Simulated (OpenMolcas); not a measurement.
Mo IV: effect of the basis set

```yaml
Program: OpenMolcas
Method: "MS-CASPT2, IPEA 0.25 Eh, imaginary shift 0.1 Eh (closed shells correlated: 4s 4p)"
Active_space: 3 electrons in 10 orbitals (4d 5d)
State_averaging: 2S+1 = 4 even, 10 roots; 2S+1 = 2 even, 40 roots
Spin-orbit_coupling: RASSI with atomic mean-field integrals over the reference wave functions, term energies averaged over their components
```

A. ANO-R2 [7s5p4d2f1g], X2C, finite nucleus; CASPT2 step about 4 core-minutes
B. ANO-RCC-VTZP [7s6p4d2f1g], DKH2, point nucleus; CASPT2 step about 7 core-minutes
C. ANO-RCC-VQZP [8s7p5d3f2g1h], DKH2, point nucleus; CASPT2 step of the order of 7 core-minutes

Energies in cm⁻¹ above 4d³ ⁴F_3/2, the measured ground level; measured values from Sugar and Musgrove, J. Phys. Chem. Ref. Data 17, 155 (1988).

```csv
Level,A,B,C,Measured
4d³ ⁴F_3/2,0.0,0.0,0.0,0.0
4d³ ⁴F_5/2,779,763,761,778
4d³ ⁴F_7/2,1760,1728,1720,1760
4d³ ⁴F_9/2,2880,2830,2810,2865
4d³ ⁴P_3/2,10440,10530,10420,10331
4d³ ⁴P_1/2,10490,10560,10480,10338
4d³ ²G_7/2,11780,11890,11490,11580
4d³ ⁴P_5/2,11830,11850,11800,11612
4d³ ²G_9/2,12560,12670,12260,12311
4d³ ²P_1/2,14000,14220,13810,14348
4d³ ²H_9/2,16500,16650,16170,15995
4d³ ²H_11/2,16930,17080,16600,16357
4d³ ²D_3/2(1) [65 %],17150,17330,16920,17107
4d³ ²D_5/2(1),17220,17400,17010,16809
4d³ ²F_7/2,25450,25700,25260,24787
4d³ ²F_5/2,25780,26030,25590,25100
4d³ ²D_5/2(2),40330,40760,40210,38922
4d³ ²D_3/2(2),40680,41120,40580,39231
```

Deviations, from unrounded energies. A percentage is the sum of absolute deviations over the sum of measured energies, with the sign that they share, or ± where signs differ.

```
                        Against measurement  Levels     A     B     C
             mean absolute deviation (cm-1)      17   410   550   330
      fine structure of the ground term (%)       3  +0.2  -1.5  -2.1
other terms of the ground configuration (%)      14  ±2.6  ±3.5  ±2.1
```

C lies closest to measurement on these levels and B furthest from it. The largest miss of C in the table is 4d³ ²D_3/2(2), by +1300 cm-1. The ranking rests on the paired levels alone, and a cruder setting can come out closer through cancelling errors.

The two smallest mean deviations differ by little beside CASPT2's spread within terms, so their order carries little weight.

Among A to C the level of the table that moves most is 4d³ ²D_5/2(2), by 550 cm-1 (lowest in C, highest in B). Moves below CASPT2's spread within the term are not significant.

CASPT2 does not keep the components of a term degenerate, so their means are used; among the terms shown or strongly mixed into the levels shown the widest spread is 700 cm-1 (4d³ ⁴F, B). Active for correlation alone: 5d; no level in the range computed is led by a configuration that fills it, so any true level of that kind is missing. The CASPT2 spread within a term exceeds the gap to the next term for 4d³ ²H and 4d³ ²D(1), so the order of their levels is uncertain. Computed and measured levels are paired by configuration, term and J; levels that our copy of the source lacks, or whose pairing is in doubt (as where it misses far off the trend of its configuration), stay unpaired and out of the deviations. Levels of configurations outside the active space are missing. The table leaves out levels that lie high or whose names do not pair safely across all columns.

A share in square brackets marks a mixed level and gives the weight of the term that names it, the lowest over the columns. A number in round brackets counts repeated terms of one configuration in the order of the reference energies.
